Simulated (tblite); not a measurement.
Start geometry of `Cc1cpc(C)o1` from a force field or distance geometry (Å):
```
atom  x, y, z in Å
C1    -2.1652   -0.8941    0.2780
C2    -1.0371   -0.0247   -0.1139
C3    -0.9781    1.1628   -0.8107
P4     0.7101    1.8719   -1.0429
C5     1.1878    0.3645   -0.0754
C6     2.5587   -0.0090    0.2981
O7     0.1925   -0.4810    0.3063
H8    -2.2271   -0.9796    1.3719
H9    -3.1149   -0.4777   -0.0790
H10   -2.0614   -1.8927   -0.1449
H11   -1.8429    1.6864   -1.2268
H12    3.1871   -0.1456   -0.5845
H13    3.0097    0.7662    0.9407
H14    2.5801   -0.9480    0.8611
```

What comes out of this run: GFN2-xTB geometry optimisation, gas phase (tblite)?

```
atom  x, y, z in Å
C1    -2.1669   -0.8729    0.2698
C2    -1.0050   -0.0196   -0.1075
C3    -0.9872    1.1450   -0.8036
P4     0.6588    1.7643   -0.9829
C5     1.1877    0.3903   -0.0981
C6     2.5714   -0.0039    0.3000
O7     0.2069   -0.4439    0.2880
H8    -2.2255   -0.9691    1.3534
H9    -3.0864   -0.4316   -0.1016
H10   -2.0516   -1.8718   -0.1497
H11   -1.8635    1.6273   -1.1945
H12    3.2035   -0.1352   -0.5770
H13    3.0252    0.7607    0.9289
H14    2.5322   -0.9399    0.8527
```

The energy falls by 0.478 eV over 21 L-BFGS steps, the largest force on an atom goes from 4.68 to 0.009 eV/Å, and the atoms move by 0.051 Å rms after alignment. The bond that changes most is P4–C5 (ends: phosphorus bonded to 2 C; substituted aromatic carbon), which shortens by 0.136 Å. Bonds longer at the end by more than 0.005 Å: 2 of 14; shorter: 10. Among the angles that change most is C3–P4–C5, from 81.8° to 87.4°. Rotational constants go from 3535, 1930, 1269 to 3799, 1983, 1324 MHz. The orientation of the end geometry is arbitrary; only internal coordinates are fixed.

On an Arm Neoverse V2 with one thread, no GPU, shared host with 192 logical CPUs at a one-minute load of 48, this took under 0.1 s wall.

GFN2-xTB frequencies show an imaginary mode (97i cm⁻¹), so the point is no minimum at that level. 2 starts were optimised and ended at 0.00 and 0.19 kcal/mol (GFN2-xTB); the lowest of these is shown.

These are computed values.
